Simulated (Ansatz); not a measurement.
Mg9S9 (started as a model of: (MgS)9 cage of four- and six-membered rings). Charge 0, multiplicity 1. Geometry PBE-D4/def2-SVP.

```xyz
18

Mg    2.535   -0.954   -1.723
Mg    1.138   -2.597    0.422
Mg   -0.371   -1.156   -2.596
Mg    0.761    2.319   -1.504
Mg    2.270    0.878    1.515
Mg   -0.001    2.897    1.383
Mg   -1.144   -0.442    2.591
Mg   -2.652    0.998   -0.427
Mg   -2.533   -1.942    0.340
S     3.122   -1.162    0.624
S     1.129   -2.945   -1.970
S     1.268    0.607   -3.084
S     2.204    2.979    0.320
S     0.445    1.256    3.116
S    -1.408    3.025   -0.591
S    -0.787   -2.748    1.821
S    -2.640   -0.979   -1.886
S    -3.333   -0.034    1.650
```

Single mean-field runs in def2-TZVP are fitted with def2-universal-jkfit. Another isomer (singlet) lies 0.34 eV lower at PBE0-D4/def2-TZVP; other spin states weren't run for this one.

Problem. Estimate the orbital energies around the gap (eV) in Ansatz with HF/STO-3G, PBE-D4/def2-SVP, PBE-D4/def2-TZVP, r2SCAN-D4/def2-TZVP, PBE0-D4/def2-TZVP.

Solution. 
```tsv
orbital	HF/STO-3G	PBE-D4/def2-SVP	PBE-D4/def2-TZVP	r2SCAN-D4/def2-TZVP	PBE0-D4/def2-TZVP
HOMO−9	-4.90	-6.57	-6.46	-6.75	-7.58
HOMO−8	-4.70	-6.57	-6.46	-6.75	-7.58
HOMO−7	-4.60	-6.45	-6.32	-6.58	-7.42
HOMO−6	-4.60	-6.45	-6.32	-6.58	-7.42
HOMO−5	-4.52	-6.40	-6.28	-6.55	-7.37
HOMO−4	-4.40	-6.40	-6.28	-6.55	-7.37
HOMO−3	-4.40	-6.31	-6.21	-6.47	-7.30
HOMO−2	-4.18	-6.24	-6.13	-6.39	-7.22
HOMO−1	-4.18	-6.24	-6.13	-6.39	-7.22
HOMO	-4.04	-6.16	-6.05	-6.30	-7.13
LUMO	8.70	-2.80	-2.72	-2.42	-2.09
LUMO+1	8.99	-2.38	-2.31	-2.12	-1.74
LUMO+2	8.99	-1.98	-1.94	-1.53	-1.26
LUMO+3	9.53	-1.98	-1.94	-1.53	-1.26
LUMO+4	9.94	-1.57	-1.56	-1.16	-0.85
LUMO+5	10.33	-1.45	-1.43	-0.99	-0.73
```
